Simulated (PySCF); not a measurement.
A PySCF script (with the pyscf-properties extension) for the NMR shieldings of SMILES CC(C)(N[SiH2]N)C(F)(F)F, C₄H₁₁F₃N₂Si, on a GFN2-xTB geometry:

```python
import basis_set_exchange as bse
import numpy as np
from pyscf import gto, dft
from pyscf.prop import nmr

atoms = """
C    -1.516147    0.662475   -1.322815
C    -0.727978    0.047882   -0.156808
C    -0.388317    1.112768    0.880786
N     0.445124   -0.616079   -0.654345
Si    1.950597   -0.863035    0.158482
N     2.703568    0.689351    0.197977
C    -1.637576   -0.999974    0.520492
F    -1.970788   -1.997561   -0.319404
F    -1.055718   -1.585668    1.577592
F    -2.796452   -0.484671    0.965679
H    -0.891946    1.401735   -1.816630
H    -1.787207   -0.104049   -2.046166
H    -2.422905    1.143034   -0.963988
H    -1.290710    1.635764    1.188839
H     0.075342    0.660231    1.752224
H     0.311866    1.818843    0.448232
H     0.192275   -1.329546   -1.321759
H     1.885916   -1.281302    1.557857
H     2.586391   -1.886362   -0.681337
H     3.572687    0.781237    0.697587
H     2.753058    1.211868   -0.662966
"""
names = dict.fromkeys(["C", "N", "Si", "F", "H"], "pcSseg-1")
basis = {el: gto.basis.parse(bse.get_basis(n, elements=[el], fmt="nwchem")) for el, n in names.items()}
mol = gto.M(atom=atoms, basis=basis, charge=0, verbose=0)
mf = dft.RKS(mol, xc="PBE0")
mf.grids.level = 2
mf.grids.alignment = dft.numint.BLKSIZE   # the property module wants whole blocks of grid points
mf.conv_tol = 1e-9
mf.kernel()

calc = nmr.RKS(mf)   # GIAO
C = mf.mo_coeff
Co = C[:, mf.mo_occ > 0]
resp = mf.gen_response(singlet=True, hermi=2)
def vind(x):   # induced exchange potential for any number of trial vectors
    d = np.einsum("pi,xij,qj->xpq", C, 2 * x.reshape(-1, C.shape[1], Co.shape[1]), Co, optimize=True)
    return np.einsum("xpq,pi,qj->xij", resp(d - d.transpose(0, 2, 1)), C, Co, optimize=True).ravel()
mo1, _ = nmr.rhf.solve_mo1(calc, with_cphf=vind)
sigma = calc.kernel(mo1)
for i, s in enumerate(sigma):   # ppm
    print("%2d %-2s %9.2f" % (i, mol.atom_pure_symbol(i), np.trace(s) / 3))
```

Question: What are the results?

Answer: 
```
 0 C     157.61
 1 C     129.43
 2 C     162.34
 3 N     212.04
 4 Si    388.71
 5 N     242.14
 6 C      48.32
 7 F     277.29
 8 F     273.91
 9 F     270.01
10 H      30.50
11 H      30.32
12 H      30.35
13 H      30.32
14 H      29.88
15 H      29.74
16 H      30.67
17 H      26.54
18 H      26.77
19 H      31.69
20 H      31.50
```

These numbers come from an equivalent density-fitted implementation of the same equations, which agrees with the script to about 0.01 ppm for H and up to a few tenths of a ppm for heavy atoms, so last digits may differ.

Question: Turn these shieldings into chemical shifts. Scale: 13C (σref 186.93) and 29Si (σref 349.16) and 1H (σref 31.72) vs TMS; 15N (σref 267.73) against NH3; 19F (σref 170.95) vs CFCl3 (reference shieldings calculated alike).

Answer: Averaging equivalent atoms: C 6: 138.6; C 1: 57.5; C 0/2: 27.0; N 3: 55.7; N 5: 25.6; Si 4: -39.5; F 7/8/9: -102.8; H 17/18: 5.06; H 10/11/12/13/14/15: 1.53; H 16: 1.04; H 19/20: 0.12 ppm. Unscaled 19F shifts against computed CFCl3 carry errors that often reach 10 to 50 ppm. Experimental scales use liquid or dissolved standards, which lie at an offset from isolated NH3 (liquid NH3: subtract about 20 ppm).

Size and cost of the density-fitted run: 232 basis functions, 75 s wall time on 1 thread of an Intel Xeon Platinum 8259CL, shared host; peak memory 1.1 GiB.
